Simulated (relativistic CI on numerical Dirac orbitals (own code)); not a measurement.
Yb⁺: sensitivity of the levels to the model

Base calculation: Dirac-Coulomb-Breit CI, separate exchange-only KLI orbitals for each configuration, model QED (radiative potential, 1s self-energy scaled to tabulated hydrogen-like ionisation energies), valence Slater integrals scaled by 0.85, P86 correlation energy added to each configuration.

Configurations in the expansion (outside the closed core [Xe]): 4f14.6s, 4f13.6s2, 4f14.5d, 4f13.6s.5d, 4f14.6p, 4f13.6s.6p, 4f14.6d, 4f14.7s, 4f14.7p. Double excitations out of closed p, d and f shells are left out; levels of such configurations are missing from the list, as are those of other unlisted configurations, and high levels can miss mixing partners.

Variants: (1) no correlation estimate; (2) valence Slater integrals scaled by 0.75; (3) QED terms removed. Shifts of the energy above 4f13.6s2 2F°_7/2, in cm⁻¹, for the lowest level and the first level of each name with at least 55 % of one term (blank where a level changes its place among those of its configuration and J or its character, or is not in the variant):

| Level | Base | Δ(1) | Δ(2) | Δ(3) |
| --- | --- | --- | --- | --- |
| 4f13.6s2 2F°_7/2 | 0.0 | 0.0 | 0.0 | 0.0 |
| 4f14.6s 2S_1/2 | 618.6 | +4833.0 | -37.5 | +253.1 |
| 4f13.6s.5d 4P°_5/2 | 635.3 | +1604.0 | +870.7 | +124.5 |
| 4f13.6s.5d 2H°_9/2 | 4002.9 | +1604.0 | +436.0 | +126.4 |
| 4f13.6s.5d 4H°_11/2 | 4150.4 | +1604.0 | +462.3 | +123.9 |
| 4f13.6s.5d 4H°_13/2 | 4563.7 | +1604.0 | +492.7 | +119.6 |
| 4f13.6s.5d 4D°_7/2 | 5594.8 | +1604.0 | +270.0 | +125.2 |
| 4f13.6s.5d 2D°_3/2 | 6471.1 | +1604.7 | +266.3 | +120.4 |
| 4f13.6s.5d 4F°_9/2 | 6905.8 | +1604.0 | +142.4 | +123.7 |
| 4f13.6s.5d 2F°_5/2 | 8332.5 | +1508.7 | +6.4 | +120.5 |
| 4f13.6s.5d 4G°_11/2 | 8650.7 | +1604.0 | +10.4 | +119.8 |
| 4f13.6s.5d 2P°_3/2 | 10012.4 | +1611.2 | +198.1 | +107.6 |
| 4f13.6s2 2F°_5/2 | 10140.8 | +97.7 | -82.6 | -40.8 |
| 4f13.6s.5d 2H°_11/2 | 12170.4 | +1604.0 | -439.9 | +121.7 |

For a near-neutral ion this model can misplace configurations by up to about 10,000 cm⁻¹ (more where the count of f electrons changes) and terms by 10 to 25 % of their spread. Rates follow the energies as ν³ (E1, M1) or ν⁵ (E2), so they and the lifetimes can be off by large factors. The fine structure of a lone outer electron comes out too small, for d and f at times inverted, and misplaced configurations move strength between like terms. 5 of the 16 excited levels that our extract of the measured tables holds in this range could be paired (the sources list more); they are missed by 9774 cm⁻¹ on average and 22046 at most, and levels without a partner can miss by more. The computed lowest level isn't the tabulated ground level, which NIST ASD gives as 4f14 6s 2S1/2.

Ionisation energy from the two ground configurations alone: base 11.64 eV; no correlation estimate 11.12 eV; QED terms removed 11.65 eV. The NIST ASD value (measured) is 12.1792 eV. The gap of more than 2 % comes from missing correlation.

LS names give the leading component of a level, which can be under half, so a name can repeat, a term be missing and a line seem to break the LS rules.
